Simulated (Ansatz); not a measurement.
C$_{3}$H$_{7}$ (SMILES C[CH]C), doublet, geometry from GFN2-xTB; Ansatz (a program for electronic structure) with CAM-B3LYP/3-21G.

The Ansatz input:
Ansatz 0.2 input:
```yaml
crystal:
  periodic: [false, false, false]
  atoms:
    - {symbol: C, position_ang: [-0.08073437, 0.51425383, 0.00202403]}
    - {symbol: C, position_ang: [0.04477701, -0.19753283, 1.29093157]}
    - {symbol: C, position_ang: [0.04445320, -0.18802225, -1.29225504]}
    - {symbol: H, position_ang: [-0.46360008, 1.52072873, 0.00525132]}
    - {symbol: H, position_ang: [0.40419944, 0.47041680, 2.07407067]}
    - {symbol: H, position_ang: [0.43018374, 0.47888266, -2.06403124]}
    - {symbol: H, position_ang: [-0.92265236, -0.59238384, 1.63168364]}
    - {symbol: H, position_ang: [0.72527311, -1.04407116, 1.20462375]}
    - {symbol: H, position_ang: [0.70335913, -1.05117986, -1.20587517]}
    - {symbol: H, position_ang: [-0.92773804, -0.55458579, -1.64992641]}
basis:
  gaussian:
    orbitals: 3-21G.json
hamiltonian:
  xc: cam_b3lyp
magnetization: {spin_polarized: true, initial_magnetization: 1}
accuracy: high
```
The basis file holds 3-21G in the JSON format of the Basis Set Exchange.

Task: Write the output that Ansatz gives for this input, abridged.

Result: 
```
Functional definition: CAM-B3LYP
986 factors; integrals over basis functions are off by at most 4.0e-9 eV
301 factors; integrals over basis functions are off by at most 2.2e-9 eV
mean field evaluation 1: about -3201.4531 eV, gradient 2.4e1 eV
mean field evaluation 2: about -3202.5654 eV, gradient 1.8e1 eV
mean field evaluation 4: about -3204.1361 eV, gradient 1.8e-1 eV
mean field evaluation 8: about -3204.1403 eV, gradient 7.9e-3 eV
mean field evaluation 16: about -3204.1403 eV, gradient 2.2e-6 eV
mean field -3204.14029609 eV, -117.7499840370 hartree, gradient 7.0e-8 eV, S^2 0.754211; 0 other end points of the search recorded, 0 dependent functions left out
reference -3204.14031266 eV, -117.7499846460 hartree; 13, 12 occupied and 28, 29 virtual orbitals, 986 factors
Total energy: -3204.14031266 eV, -117.7499846460 hartree
```
